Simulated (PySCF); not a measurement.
**Calculated NMR parameters of CCCc1coc([SiH3])c1**

```
Formula                               : C7H12OSi
SMILES                                : CCCc1coc([SiH3])c1
Point group of the computed structure : C1
Degrees of unsaturation               : 3
Carbon signals                        : 7
Proton signals                        : 6
```

Molfile (atoms numbered from 1):
```
C7H12OSi
     RDKit          3D

 21 21  0  0  0  0  0  0  0  0999 V2000
   -2.2972    1.0695    0.6837 C   0  0  0  0  0  0  0  0  0  0  0  0
   -2.5032   -0.2339   -0.0770 C   0  0  0  0  0  0  0  0  0  0  0  0
   -1.4450   -0.4355   -1.1690 C   0  0  0  0  0  0  0  0  0  0  0  0
   -0.0773   -0.5823   -0.5901 C   0  0  0  0  0  0  0  0  0  0  0  0
    0.4503   -1.6782    0.0314 C   0  0  0  0  0  0  0  0  0  0  0  0
    1.7007   -1.4387    0.4542 O   0  0  0  0  0  0  0  0  0  0  0  0
    2.0129   -0.1635    0.1132 C   0  0  0  0  0  0  0  0  0  0  0  0
    3.7097    0.4685    0.5816 Si  0  0  0  0  0  4  0  0  0  0  0  0
    0.9435    0.3982   -0.5312 C   0  0  0  0  0  0  0  0  0  0  0  0
   -2.3639    1.9193    0.0075 H   0  0  0  0  0  0  0  0  0  0  0  0
   -1.3185    1.0841    1.1577 H   0  0  0  0  0  0  0  0  0  0  0  0
   -3.0548    1.1849    1.4552 H   0  0  0  0  0  0  0  0  0  0  0  0
   -2.4600   -1.0745    0.6188 H   0  0  0  0  0  0  0  0  0  0  0  0
   -3.4930   -0.2314   -0.5391 H   0  0  0  0  0  0  0  0  0  0  0  0
   -1.6934   -1.3314   -1.7434 H   0  0  0  0  0  0  0  0  0  0  0  0
   -1.4595    0.4207   -1.8463 H   0  0  0  0  0  0  0  0  0  0  0  0
    0.0444   -2.6531    0.2204 H   0  0  0  0  0  0  0  0  0  0  0  0
    3.8829    0.3709    2.0329 H   0  0  0  0  0  0  0  0  0  0  0  0
    3.7837    1.8639    0.1483 H   0  0  0  0  0  0  0  0  0  0  0  0
    4.7340   -0.3356   -0.0886 H   0  0  0  0  0  0  0  0  0  0  0  0
    0.8947    1.3952   -0.9207 H   0  0  0  0  0  0  0  0  0  0  0  0
  1  2  1  0
  2  3  1  0
  3  4  1  0
  4  5  2  0
  5  6  1  0
  6  7  1  0
  7  8  1  0
  7  9  2  0
  9  4  1  0
  1 10  1  0
  1 11  1  0
  1 12  1  0
  2 13  1  0
  2 14  1  0
  3 15  1  0
  3 16  1  0
  5 17  1  0
  8 18  1  0
  8 19  1  0
  8 20  1  0
  9 21  1  0
M  END
```

Level of theory: structure optimised with GFN2-xTB, PBE0/pcSseg-1 with gauge-including orbitals, in PySCF (fast rotation and ring inversion assumed for equivalent nuclei, no solvent model, non-relativistic, single conformer).

References, each an isolated molecule treated in the same way: TMS for 1H (31.72 ppm), 13C (186.93 ppm), 29Si (349.16 ppm); 17O (336.08 ppm) against H2O.

```tsv
carbon	δC, type	δH (multiplicity)	HMBC from (2–3 bonds)	span of the C tensor (ppm)
C1	14.7, CH3	0.91 (t)	H15/H16, H13/H14	26
C2	31.2, CH2	1.51 (m)	H15/H16, H10/H11/H12	29
C3	30.0, CH2	2.58 (t)	H17, H21, H13/H14, H10/H11/H12	23
C4	133.7, C	–	H17, H21, H15/H16, H13/H14	182
C5	151.6, CH	7.75 (m)	H21, H15/H16	145
C7	152.2, C	–	H17, H21, H18/H19/H20	142
C9	134.8, CH	6.95 (m)	H17, H18/H19/H20, H15/H16	189
```

Other nuclei:
```tsv
atoms	nucleus	environment	δ (ppm)	σ (ppm)
H18/H19/H20	1H	hydrogen on a silicon bonded to C	4.45	27.27
Si8	29Si	silicon bonded to C, 3 H	-87.5	436.6
O6	17O	aromatic ring oxygen	323.6	12.5
```

1. Carbon types of the structure: 2 × C, 2 × CH, 2 × CH2, 1 × CH3, leaving 3 H on heteroatoms.
2. δC 152.2: substituted aromatic carbon next to the ring oxygen.
3. δC 151.6: aromatic CH next to the ring oxygen.
4. δC 134.8: aromatic CH; the aromatic region.
5. δC 133.7: substituted aromatic carbon.
6. δH 6.95: hydrogen on an aromatic CH; it sits in the deshielding region of the aromatic ring current.

Shifts are as computed. Against solution values, carbons near 30 ppm lie about +3 ppm off and those near 130 ppm about +5 ppm. Of 1211 compounds with measured shifts, 218 miss one by over three times the rms of a fit or turn the order of signals round; such compounds aren't used in these exercises. Unscaled 17O shifts of doubly bonded oxygen tend to come out too high, by tens of ppm or more. Experimental scales use liquid or dissolved standards, which lie at an offset from isolated H2O (liquid H2O: subtract about 36 ppm). Multiplicities follow the n + 1 count of equivalent neighbours, as no J values were calculated; m marks all less simple cases, F and P coupling included.
